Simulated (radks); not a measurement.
Task: Radial electron density D(r) = 4 pi r^2 rho(r) of an atom or ion with 2 electrons. All-electron calculation, scalar-relativistic Kohn-Sham, LDA (Slater exchange, Perdew-Wang correlation), spin-polarised, spherical densities, finite nucleus; Fermi nuclear charge, rms radius of each element as measured or else 0.836 A^(1/3) + 0.57 fm. Program: a radial shooting solver on a logarithmic mesh with Libxc functionals.

r (bohr),D(r) (e/bohr)
0.02484,0.08991
0.02916,0.1207
0.03394,0.1589
0.03983,0.2113
0.04637,0.2754
0.05441,0.3614
0.06335,0.4645
0.07434,0.5993
0.08724,0.7647
0.1016,0.9524
0.1192,1.183
0.1387,1.430
0.1628,1.712
0.1911,2.003
0.2224,2.268
0.261,2.510
0.3039,2.676
0.3566,2.753
0.4185,2.706
0.4872,2.536
0.5717,2.236
0.6656,1.862
0.781,1.422
0.9093,1.013
1.067,0.6403
1.252,0.3584
1.458,0.1813
1.711,0.07538
1.991,0.02746
2.337,0.007646

What is the nuclear charge?

Result: Z = 3. The innermost maximum, from 1s, lies near gamma/Z bohr with gamma = sqrt(1 - (Z/c)^2) = 1.000, here 0.333 bohr (found: 0.365), and its height grows with Z. The density is that of the lithium ion Li+ in [He]; the configuration itself is not fixed sharply by these data. D(r) has 1 maximum, at r = 0.365 bohr.
